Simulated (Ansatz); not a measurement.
Born–Oppenheimer molecular dynamics of F3GeH5Si (10 atoms, charge 0, multiplicity 1). It starts at the highest image of a converged band. Of that band: Neighbouring images differ by up to 2.5 eV, so the band resolves the path poorly. A vibrational analysis at the climbing image gives one clearly imaginary mode, 1567i cm⁻¹: a first-order saddle point.

Theory: RKS PBE-D4/def2-SVP in Ansatz 0.2.0.

| Quantity | Value |
| --- | --- |
| ensemble | NVE (velocity Verlet) |
| time step | 0.5 fs |
| steps asked | 200 |
| starting velocities drawn for | 100 K |
| seed | 5677 |

First frame:

```xyz
10
Properties=species:S:1:pos:R:3
Ge -0.398 -1.094 -0.023
Si 0.209 1.458 0.098
F -0.657 -2.820 -0.163
F -0.743 -0.957 1.692
F -1.431 -0.626 -1.364
H 1.047 -0.338 -0.254
H 1.323 -1.437 -0.426
H 1.203 1.823 1.167
H 0.610 2.067 -1.217
H -1.164 1.925 0.491
```

(1) What does the run give?

(2) What happens to the structure?

(3) How do temperature and energy run in time?

Results:

(1) The run went to its last step.

```json
{
 "steps done": "200",
 "time covered": "100 fs",
 "mean temperature over the second half": "2597 K",
 "spread of the potential energy over the second half": "17.2 meV per atom",
 "mean potential energy of the second half above the start": "-258.3 meV per atom"
}
```

The conserved energy stayed within 0.26 meV per atom of its start (net change -0.074 meV per atom), so the integration is sound. The system heated up, since it started high on the potential surface and ran downhill. A run of 0.1 ps of so small a system gives no equilibrium averages. The orbitals stay closed-shell, which can raise the energy where a bond breaks towards radicals; this wasn't checked here.

(2) The step under study would form Ge1–H7, Si2–H6 and break Ge1–Si2, H6–H7. These pairs go: Ge1–H7 1.80 → 13.12 Å, Si2–H6 2.01 → 12.72 Å, Ge1–Si2 2.63 → 2.55 Å, H6–H7 1.15 → 0.72 Å. In the last frame they stand as before the step (other bonds may differ from the relaxed reactants and products). Also parted: Ge1–H6 1.65 → 12.70 Å. It ends as F3GeH3Si + H2. Pairs count as bonded within 1.25 times the sum of covalent radii (0.12 Å more for H–H). This is one draw of velocities; another would differ in detail.

(3) 
| time (fs) | T (K) | potential energy less start (eV) | conserved less start (meV/atom) |
| --- | --- | --- | --- |
| 0.0 | 100 | 0.000 | 0.00 |
| 8.0 | 289 | -0.194 | 0.08 |
| 16.0 | 1636 | -1.588 | -0.02 |
| 24.0 | 1923 | -1.885 | 0.04 |
| 32.0 | 2015 | -1.980 | 0.06 |
| 40.0 | 2141 | -2.110 | 0.07 |
| 48.0 | 2208 | -2.179 | 0.09 |
| 56.0 | 2331 | -2.306 | 0.10 |
| 64.0 | 2456 | -2.435 | 0.10 |
| 72.0 | 2688 | -2.676 | 0.09 |
| 80.0 | 2774 | -2.765 | 0.07 |
| 88.0 | 2682 | -2.669 | 0.06 |
| 96.0 | 2534 | -2.516 | 0.04 |

Run time: 3.5 min on 2 threads of Intel(R) Xeon(R) 6975P-C (Granite Rapids) (shared host), peak memory 0.17 GiB.
